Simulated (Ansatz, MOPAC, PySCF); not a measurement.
Noncovalent pair: NH3 (SMILES N) (first 4 atoms) with N2 (SMILES N#N); geometry from B3LYP-D3(BJ)/def2-TZVP, rigid monomers moved along the line of their centres of mass till N1···N5 is 2.90 Å.
(charge 0, multiplicity 1):
```xyz
6

N     -0.1599     0.1857    -0.1659
H     -0.3851     0.3345    -1.1430
H      0.7648     0.5691    -0.0064
H     -0.0952    -0.8151    -0.0187
N      0.4546    -0.3140     2.6280
N     -0.2539     0.1530     3.3131
```

Monomers are frozen at their geometry in the pair; levels with a basis set take the counterpoise correction. Rows marked so take none.

Correlated levels freeze the cores. CBS: X⁻³ extrapolation of the correlation energy, Hartree–Fock from the larger set. Rows in 3-21G, 6-31G*, STO-3G carry no dispersion term and start afresh at each structure (6-31G* with six Cartesian d functions). MP2/6-31G* freezes PySCF's default core. The state that AM1, PM7 reach isn't checked; PM7 holds dispersion and hydrogen-bond terms.

Run with Ansatz (Gaussian basis) for Hartree–Fock, density functionals and correlated methods; MOPAC for AM1, PM7 (differences of heats of formation); PySCF for 3-21G rows, 6-31G* rows, STO-3G rows, the dispersion terms. 

Other levels give for the interaction energy: PBE/def2-TZVPPD 1.0; B3LYP/def2-TZVPPD 3.3; B3LYP-D3(BJ)/def2-TZVPPD -0.7; wB97M-V/def2-TZVPPD -0.6; CCSD(T)/CBS(aug-cc-pVDZ, aug-cc-pVTZ) -1.2 kJ/mol.

Common cheap choices:

```
level                          interaction energy (kJ/mol)  less -1.2 (CCSD(T)/CBS(aug-cc-pVDZ, aug-cc-pVTZ))
-----------------------------  ---------------------------  -------------------------------------------------
AM1                                                   -3.2                                               -2.0
PM7                                                   -4.3                                               -3.1
HF/STO-3G (no counterpoise)                           -0.9                                                0.3
HF/3-21G (no counterpoise)                            -3.0                                               -1.8
HF/6-31G* (no counterpoise)                            2.2                                                3.4
BP86/6-31G* (no counterpoise)                          0.6                                                1.8
MP2/6-31G*                                             1.1                                                2.3
MP2/6-31G* (no counterpoise)                          -3.2                                               -2.0
```

Ansatz is a quantum-chemistry and plane-wave program.
